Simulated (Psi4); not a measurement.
Psi4 input (wB97X-D/6-311+G**):

```
memory 1500 MB

molecule {
-1 1
C    -1.48752700   -0.09093500   -0.13571900
B     0.11923500    0.14157700   -0.02817100
O     0.76600700    1.23227600   -0.27483200
O     0.76822700   -1.08768800    0.40004100
H    -1.91471700   -0.40233600    0.82663100
H    -1.99995200    0.81984500   -0.45643000
H    -1.73209800   -0.88946600   -0.84854100
H     1.70188600   -0.84702400    0.43184000
symmetry c1
no_reorient
no_com
}

set {
  basis 6-311+G**
  reference rks
  scf_type df
  df_basis_scf def2-universal-jkfit
  dft_radial_points 99
  dft_spherical_points 590
  e_convergence 1e-8
  d_convergence 1e-7
  maxiter 150
}

e = energy('wb97x-d')
print_out(f'\nFINAL {e:.10f} DIPOLE {variable("CURRENT DIPOLE")[0]:.6f} {variable("CURRENT DIPOLE")[1]:.6f} {variable("CURRENT DIPOLE")[2]:.6f}\n')
```

Output:

```
   => Loading Basis Set <=

    Name: 6-311+G**
    Role: ORBITAL
    Keyword: BASIS
    atoms 1   entry C          line   129 file 6-311pgss.gbs
    atoms 2   entry B          line   108 file 6-311pgss.gbs
    atoms 3-4 entry O          line   171 file 6-311pgss.gbs
    atoms 5-8 entry H          line    42 file 6-311pgss.gbs

   => WB97X-D: Empirical Dispersion <=

    Chai and Head-Gordon Dispersion Correction
    Chai, J.-D.; Head-Gordon, M. (2010), J. Chem. Phys., 132: 6615-6620

        s6 =       1.000000

         ---------------------------------------------------------
                                   SCF
               by Justin Turney, Rob Parrish, Andy Simmonett
                          and Daniel G. A. Smith
                              RKS Reference
         ---------------------------------------------------------

  ==> Geometry <==

    Molecular point group: c1
    Full point group: C1

    Geometry (in Angstrom), charge = -1, multiplicity = 1:

       Center              X                  Y                   Z               Mass
    ------------   -----------------  -----------------  -----------------  -----------------
         C           -1.487527000000    -0.090935000000    -0.135719000000    12.000000000000
         B            0.119235000000     0.141577000000    -0.028171000000    11.009305360000
         O            0.766007000000     1.232276000000    -0.274832000000    15.994914619570
         O            0.768227000000    -1.087688000000     0.400041000000    15.994914619570
         H           -1.914717000000    -0.402336000000     0.826631000000     1.007825032230
         H           -1.999952000000     0.819845000000    -0.456430000000     1.007825032230
         H           -1.732098000000    -0.889466000000    -0.848541000000     1.007825032230
         H            1.701886000000    -0.847024000000     0.431840000000     1.007825032230

  Running in c1 symmetry.

  Rotational constants: A =      0.33088  B =      0.27407  C =      0.15416 [cm^-1]
  Rotational constants: A =   9919.57143  B =   8216.48604  C =   4621.46718 [MHz]
  Nuclear repulsion =  104.772330362101187

  Charge       = -1
  Multiplicity = 1
  Electrons    = 32
  Nalpha       = 16
  Nbeta        = 16

  ==> Algorithm <==

  SCF Algorithm Type is DF.
  DIIS enabled.
  MOM disabled.
  Fractional occupation disabled.
  Guess Type is SAD.
  Energy threshold   = 1.00e-08
  Density threshold  = 1.00e-07
  Integral threshold = 1.00e-12

  ==> Primary Basis <==

  Basis Set: 6-311+G**
    Blend: 6-311+G**
    Number of shells: 56
    Number of basis functions: 112
    Number of Cartesian functions: 116
    Spherical Harmonics?: true
    Max angular momentum: 2

  ==> DFT Potential <==

   => LibXC <=

    Version 7.1.2
    S. Lehtola, C. Steigemann, M. J. T. Oliveira, and M. A. L. Marques,  SoftwareX 7, 1–5 (2018) (10.1016/j.softx.2017.11.002)

   => Composite Functional: WB97X-D <=

    wB97X-D Hyb-GGA Exchange-Correlation Functional

    J.-D. Chai and M. Head-Gordon,  Phys. Chem. Chem. Phys. 10, 6615–6620 (2008) (10.1039/B810189B)

    Deriv               =              1
    GGA                 =           TRUE
    Meta                =          FALSE

    Exchange Hybrid     =           TRUE
    MP2 Hybrid          =          FALSE

   => Exchange-Correlation Functionals <=

    1.0000   wB97X-D range-separated functional

   => Exact (HF) Exchange <=

    0.7780            HF,LR [omega = 0.2000]
    0.2220               HF

   => LibXC Density Thresholds  <==

    XC_HYB_GGA_XC_WB97X_D:  1.00E-14

   => Molecular Quadrature <=

    Radial Scheme          =       TREUTLER
    Pruning Scheme         =           NONE
    Nuclear Scheme         =       TREUTLER

    Blocking Scheme        =         OCTREE
    BS radius alpha        =              1
    Pruning alpha          =              1
    Radial Points          =             99
    Spherical Points       =            590
    Total Points           =         447651
    Total Blocks           =           3167
    Max Points             =            256
    Max Functions          =            112
    Weights Tolerance      =       1.00E-15

   => Loading Basis Set <=

    Name: DEF2-UNIVERSAL-JKFIT
    Role: JKFIT
    Keyword: DF_BASIS_SCF
    atoms 1   entry C          line   198 file def2-universal-jkfit.gbs
    atoms 2   entry B          line   138 file def2-universal-jkfit.gbs
    atoms 3-4 entry O          line   318 file def2-universal-jkfit.gbs
    atoms 5-8 entry H          line    18 file def2-universal-jkfit.gbs

  ==> Integral Setup <==

  SCF_SUBTYPE=INCORE selected. In-core MEM_DF algorithm will be used.
  Using in-core AOs.

  ==> MemDFJK: Density-Fitted J/K Matrices <==

    J tasked:                   Yes
    K tasked:                   Yes
    wK tasked:                  Yes
    Omega:                2.000E-01
    Algorithm:                 Core
    Schwarz Cutoff:           1E-12
    Mask sparsity (%):       0.8769
    Fitting Condition:        1E-10

   => Auxiliary Basis Set <=

  Basis Set: DEF2-UNIVERSAL-JKFIT
    Blend: DEF2-UNIVERSAL-JKFIT
    Number of shells: 124
    Number of basis functions: 376
    Number of Cartesian functions: 444
    Spherical Harmonics?: true
    Max angular momentum: 4

  Cached 50.0% of DFT collocation blocks in 0.581 [GiB].

  Minimum eigenvalue in the overlap matrix is 6.5115247985E-04.
  Reciprocal condition number of the overlap matrix is 7.6864007546E-05.
    Using symmetric orthogonalization.

  ==> Pre-Iterations <==

  SCF Guess: Superposition of Atomic Densities via on-the-fly atomic UHF (no occupation information).

   -------------------------
    Irrep   Nso     Nmo
   -------------------------
     A        112     112
   -------------------------
    Total     112     112
   -------------------------

  ==> Iterations <==

                           Total Energy        Delta E     RMS |[F,P]|

   @DF-RKS iter SAD:  -214.67228839807376   -2.14672e+02   0.00000e+00
   @DF-RKS iter   1:  -215.43459974600782   -7.62311e-01   9.93634e-03 ADIIS/DIIS
   @DF-RKS iter   2:  -214.04464320917430    1.38996e+00   1.61343e-02 ADIIS/DIIS
   @DF-RKS iter   3:  -215.85476324297662   -1.81012e+00   4.16906e-03 ADIIS/DIIS
   @DF-RKS iter   4:  -215.93988865221019   -8.51254e-02   1.14559e-03 ADIIS/DIIS
   @DF-RKS iter   5:  -215.94740280253367   -7.51415e-03   4.22974e-04 ADIIS/DIIS
   @DF-RKS iter   6:  -215.94831723939035   -9.14437e-04   1.43063e-04 ADIIS/DIIS
   @DF-RKS iter   7:  -215.94845438855450   -1.37149e-04   4.09477e-05 DIIS
   @DF-RKS iter   8:  -215.94846749705744   -1.31085e-05   1.31430e-05 DIIS
   @DF-RKS iter   9:  -215.94846989448851   -2.39743e-06   3.71154e-06 DIIS
   @DF-RKS iter  10:  -215.94847016226825   -2.67780e-07   7.77643e-07 DIIS
   @DF-RKS iter  11:  -215.94847018883470   -2.65665e-08   2.42886e-07 DIIS
   @DF-RKS iter  12:  -215.94847019078802   -1.95331e-09   4.62495e-08 DIIS
  Energy and wave function converged.

  ==> Post-Iterations <==

   Electrons on quadrature grid:
      Ntotal   =   32.0000001733 ; deviation = 1.733e-07

    Orbital Energies [Eh]
    ---------------------

    Doubly Occupied:

       1A    -19.032625     2A    -18.942266     3A    -10.066389
       4A     -6.628507     5A     -0.892149     6A     -0.774887
       7A     -0.597225     8A     -0.398133     9A     -0.299051
      10A     -0.294698    11A     -0.284252    12A     -0.242980
      13A     -0.221497    14A     -0.193738    15A     -0.134324
      16A     -0.098464

    Virtual:

      17A      0.179314    18A      0.204781    19A      0.218279
      20A      0.223395    21A      0.246941    22A      0.262039
      23A      0.267288    24A      0.326383    25A      0.348592
      26A      0.371507    27A      0.393239    28A      0.411416
      29A      0.416264    30A      0.454818    31A      0.461472
      32A      0.472505    33A      0.489659    34A      0.491697
      35A      0.498404    36A      0.530600    37A      0.540892
      38A      0.573647    39A      0.628330    40A      0.678986
      41A      0.688742    42A      0.690826    43A      0.711272
      44A      0.731561    45A      0.785422    46A      0.866513
      47A      0.867429    48A      0.872028    49A      0.913240
      50A      0.974863    51A      1.041545    52A      1.147178
      53A      1.185270    54A      1.262722    55A      1.305164
      56A      1.335325    57A      1.345709    58A      1.376745
      59A      1.420346    60A      1.421590    61A      1.476512
      62A      1.524007    63A      1.540853    64A      1.653749
      65A      1.702677    66A      1.725835    67A      1.731975
      68A      1.780987    69A      1.842155    70A      1.848344
      71A      1.876913    72A      1.973897    73A      2.021266
      74A      2.077199    75A      2.201719    76A      2.232298
      77A      2.347607    78A      2.371110    79A      2.523361
      80A      2.564964    81A      2.619719    82A      2.707959
      83A      2.741742    84A      2.800495    85A      2.822291
      86A      2.826109    87A      2.859490    88A      2.875676
      89A      3.197651    90A      3.203610    91A      3.250095
      92A      3.385033    93A      3.408765    94A      3.518105
      95A      3.573419    96A      3.731891    97A      3.806373
      98A      3.960328    99A      4.051611   100A      4.061403
     101A      4.107939   102A      4.234617   103A      5.286665
     104A      5.380366   105A      5.419935   106A      5.596605
     107A      5.842557   108A      5.861956   109A     15.015107
     110A     24.299887   111A     50.224828   112A     50.305173

    Final Occupation by Irrep:
              A
    DOCC [    16 ]
    NA   [    16 ]
    NB   [    16 ]

  @DF-RKS Final Energy:  -215.94847019078802

   => Energetics <=

    Nuclear Repulsion Energy =            104.7723303621011866
    One-Electron Energy =                -509.8985921698634343
    Two-Electron Energy =                 208.8290484165986811
    DFT Exchange-Correlation Energy =     -19.6495449448655179
    Empirical Dispersion Energy =          -0.0017118547589160
    VV10 Nonlocal Energy =                  0.0000000000000000
    Total Energy =                       -215.9484701907880151

Computation Completed

Properties will be evaluated at   0.000000,   0.000000,   0.000000 [a0]

Properties computed using the SCF density matrix

 Multipole Moments:

 ------------------------------------------------------------------------------------
     Multipole            Electronic (a.u.)      Nuclear  (a.u.)        Total (a.u.)
 ------------------------------------------------------------------------------------

 L = 1.  Multiply by 2.5417464519 to convert [e a0] to [Debye]
 Dipole X            :         -0.5126788            0.0000076           -0.5126713
 Dipole Y            :         -0.9146783           -0.0000038           -0.9146821
 Dipole Z            :          0.2100898            0.0000057            0.2100955
 Magnitude           :                                                    1.0693995

 ------------------------------------------------------------------------------------

FINAL -215.9484701908 DIPOLE -0.512671 -0.914682 0.210095

*** Psi4 exiting successfully. Buy a developer a beer!
```

The dipole moment of an ion depends on the origin.

The geometry given is a B3LYP-D3(BJ)/def2-TZVP minimum.
